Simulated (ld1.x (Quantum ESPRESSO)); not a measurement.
## Plane-wave convergence, PAW potential for iodine (I)

ld1.x (Quantum ESPRESSO) 7.5 input, shortened:

```
&input
   title='I', zed=53., rel=1, dft='PBE', iswitch=3,
   config='[Kr] 4d10 5s2 5p4.5'
 /
 &inputp
   pseudotype=3, lpaw=.true., tm=.true., lloc=-1, rcloc=1.05,
   nlcc=.true., new_core_ps=.true., rcore=1.05,
   which_augfun='BESSEL', rmatch_augfun=0.80
 /
6
5S  1  0   2.00   0.00  1.55  1.80  0.0
5S  1  0   0.00   0.05  1.55  1.80  0.0
5P  2  1   4.50   0.00  1.75  2.00  0.0
5P  2  1   0.00   2.40  1.75  2.00  0.0
4D  3  2  10.00   0.00  1.10  1.25  0.0
4D  3  2   0.00  -3.35  1.10  1.25  0.0
 &test
   configts(1)='4d10 5s2 5p4.5'
 /
```

The pseudo-atom Hamiltonian at the reference potential is diagonalised in spherical Bessel functions j_l(qr) that vanish at 20 bohr, with q² up to the cutoff. All-electron valence levels (Ry): 5s -1.5947, 5p -0.8153, 4d -4.0331.

Problem. How do the lowest levels (Ry) of each channel move with the cutoff, and are there ghosts?

Solution.

```csv
cutoff (Ry),s #1,s #2,p #1,p #2,p #3,d #1,d #2,f #1,f #2,Σ f·Δε (mRy)
8,-1.5935,-0.2011,-0.8149,-0.0902,0.0174,-0.4490,-0.0213,0.0362,0.1425,35845.9
12,-2.4125,-1.5931,-0.8152,-0.0902,0.0174,-0.8529,-0.0316,0.0362,0.1424,31805.9
21,-17.7174,-1.5942,-0.8152,-0.0902,0.0174,-1.9670,-0.0488,0.0362,0.1423,20663.2
30,-25.1992,-1.5946,-0.8153,-0.0902,0.0174,-2.9070,-0.0619,0.0362,0.1422,11261.8
40,-29.5276,-1.5947,-2.1068,-0.8153,-0.0902,-3.7187,-0.0753,0.0362,0.1422,3144.8
50,-31.0021,-1.5947,-4.6547,-0.8153,-0.0902,-3.9748,-0.0809,0.0362,0.1422,583.3
70,-31.7898,-1.5947,-6.5004,-0.8153,-0.0902,-4.0312,-0.0827,0.0361,0.1421,19.0
90,-31.9613,-1.5947,-7.0543,-0.8153,-0.0902,-4.0318,-0.0828,0.0361,0.1421,13.2
110,-31.9997,-1.5947,-7.2092,-0.8153,-0.0902,-4.0328,-0.0828,0.0361,0.1421,3.6
160,-32.0104,-1.5947,-7.2509,-0.8153,-0.0902,-4.0331,-0.0828,0.0361,0.1421,1.0
200,-32.0107,-1.5947,-7.2520,-0.8153,-0.0902,-4.0331,-0.0828,0.0361,0.1421,0.4
400,-32.0108,-1.5947,-7.2522,-0.8153,-0.0902,-4.0332,-0.0828,0.0361,0.1421,0.0
```

Result: ghost states, extra bound levels that the all-electron valence spectrum of the same l lacks: s at -435.5 eV, p at -98.7 eV (a true bound ghost makes a file unfit for plane-wave use); 10 mRy is reached at 100 Ry and 1 mRy at 160 Ry.
